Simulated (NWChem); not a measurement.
Molecule: Si2SbH7; SMILES [SiH3][SbH][SiH3]

All runs: NWChem. Medium grid unless said otherwise, to which SCAN and Minnesota functionals are sensitive. The geometry was optimised at PBE-D3(BJ)/def2-SVP. No frequency run checked for a minimum. def2 effective core potentials on Sb; no spin-orbit coupling. Total energies of different functionals are on different scales.

```tsv
level	energy (Ha)	highest occupied level (eV)	orbital gap (eV)	dipole (D)
B3LYP/def2-SVP	-823.3777	-6.98	6.38	0.21
PBE/def2-SVP	-822.9262	-6.25	5.06	0.20
OLYP/def2-SVP	-823.4773	___	___	___
PBE0/def2-SVP	-823.0057	-7.21	6.76	0.13
MN15-L/def2-SVP	-822.2746	-6.52	5.51	0.49
LC-BLYP (range parameter 0.33 per bohr)/def2-SVP	-822.5405	-9.19	10.64	0.04
LDA (Slater exchange, PW92)/def2-SVP	-820.4844	-6.35	5.00	0.09
B97-2/def2-SVP	-823.5411	-6.99	6.53	0.17
```

Question: Some entries are withheld; supply them.

Answer: 
- OLYP/def2-SVP, highest occupied level (eV): -6.05
- OLYP/def2-SVP, orbital gap (eV): 5.13
- OLYP/def2-SVP, dipole (D): 0.28
